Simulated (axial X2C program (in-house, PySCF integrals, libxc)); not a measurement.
## Correcting the dissociation energy of BI for spin–orbit coupling

A spin-free CCSD(T) curve (one-electron X2C) was computed with an axial X2C code built on PySCF integrals, basis I dyall-cv3z [11s12p8d4f1g], B dyall-v3z [7s6p2d1f] (cores contracted in-house), for the state M_S = 0, Λ = 0 (closed shell). It gives D0 = 3.550 eV to I + B, which in a spin-free picture are the weighted means of the ground terms.

Correlated methods: 10 electrons correlated (number of frozen shells: I 4 s, 3 p, 2 d; B 1 s), 224 virtual spin orbitals or spinors in MP2, 90 natural virtuals in coupled cluster.

Measured levels of the ground terms (NIST Handbook of Basic Atomic Spectroscopic Data), in cm⁻¹: I 2P: J = 3/2 at 0, J = 1/2 at 7603.1; B 2P: J = 1/2 at 0, J = 3/2 at 15.3.

The molecular state has Λ = 0, so it has no first-order lowering.

(1) How far does each ground level lie under the (2J+1)-weighted mean of its term?

(2) Correct D0.

Second-order spin–orbit effects in the molecule, which grow quickly with Z, are left out. Occupations by symmetry block were frozen at the best pattern of an incomplete PBE0 search. Dissociation energies refer to the lowest single-determinant-based atoms at the same level and basis. CCSD and (T) use frozen natural virtuals with an MP2 correction for the truncation; (T) itself is uncorrected, so its De runs slightly low.

Results:

(1) I: (4 × 0 + 2 × 7603.1)/6 = 2534 cm⁻¹; B: (2 × 0 + 4 × 15.3)/6 = 10 cm⁻¹.

(2) D0 = 3.550 + (0 − 2544)/8065.5 = 3.235 eV at CCSD(T) with these spin–orbit terms. The direct two-component run gives 3.268 eV; the difference holds second-order terms in the molecule, scalar two-electron terms, the gap between measured and computed atomic splittings (a 2c atom can miss part of its lowering) and, in coupled cluster, the truncation of each run.
